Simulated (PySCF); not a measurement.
# InF: frontier orbitals

r²SCAN at R = 2.004 Å; In def2-SVP with ECP28, F def2-SVP; scalar-relativistic core potentials (PySCF 2.14). State: ¹Σ⁺ (singlet), closed shell. Only the outer orbitals are listed, counted within each symmetry, core potentials removing the inner ones.

```csv
orbital,occ.,ε (eV),on In (%),main shells (%)
6σ,2,-9.59,49,"49 F p, 47 In s"
3π,2,-7.64,7,93 F p
3π,2,-7.64,7,93 F p
7σ,2,-6.57,63,"48 In s, 37 F p, 14 In p"
4π,0,-1.93,96,95 In p
4π,0,-1.93,96,95 In p
8σ,0,0.37,97,87 In p
```

Q: Which are the highest filled and the lowest empty level, where do they sit, and how wide is the gap?

A: Highest filled 7σ at -6.57 eV (in %: 48 In s, 37 F p, 14 In p); lowest empty 4π at -1.93 eV (in %: 95 In p); the gap at r²SCAN is 4.64 eV.

```
bond order (Mayer)                              : 0.94
⟨S²⟩                                            : 0.000
charge on In (Mulliken, basis-dependent)        : 0.47
charge on In (Löwdin, basis-dependent)          : 0.35
dipole moment (positive dipole means In(−)F(+)) : -2.75 D
```

Spin–orbit coupling is left out.
